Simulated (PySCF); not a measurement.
Correlation energy of Si⁺ (silicon, charge +1)

[Ne] 3s2 3d1, 2D determinant (an excited configuration). Computed with PySCF 2.14 in aug-cc-pwCVTZ (8s7p5d3f, 75 functions), with the non-relativistic Hamiltonian (point nucleus). Frozen: 1s2; 11 electrons correlated.

MP2 pair energies summed by pair of shells (mhartree):

| pair | energy | share (%) |
| --- | --- | --- |
| 2p-2p | -173.55 | 56.3 |
| 2s-2p | -45.66 | 14.8 |
| 3s-3s | -31.62 | 10.2 |
| 2p-3s | -24.90 | 8.1 |
| 3s-3d | -19.87 | 6.4 |
| 2s-2s | -8.31 | 2.7 |
| 2s-3s | -2.78 | 0.9 |
| 2p-3d | -1.62 | 0.5 |
| 2s-3d | -0.16 | 0.1 |

Total MP2 correlation energy: -308.47 mhartree.

Same-spin part -78.72 and opposite-spin part -229.75 mhartree; SCS-MP2 scales them by 1/3 and 6/5 to -301.94 mhartree.
